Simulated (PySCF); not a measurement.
1-bromo-1,2,2-trichloroethene (C₂BrCl₃), SMILES ClC(Cl)=C(Cl)Br. The structure is a stationary point at PBE-D3(BJ)/def2-SVP.

The numbers are results of PBE-D3(BJ)/def2-SVP run with PySCF, not measurements.

Harmonic wavenumbers (cm⁻¹): 85, 150, 210, 261, 268, 309, 412, 481, 731, 864, 944, 1564. Rotational constants (GHz): 1.525, 0.9133, 0.5712; symmetry number 1.

Work out the zero-point energy and the ideal-gas rigid-rotor harmonic-oscillator thermochemistry at 298.15 K and 1 atm.

ZPE = ½ Σ hcν = ½ × 6279 cm⁻¹ = 37.56 kJ/mol. H − E(el) = 58.09 kJ/mol. Entropy in J/(mol K): translation 175.45, rotation 127.11, vibration 64.04, total 366.60. G − E(el) = -51.21 kJ/mol. Cp = 97.61 J/(mol K). Modes under 150 cm⁻¹ make the vibrational entropy uncertain.
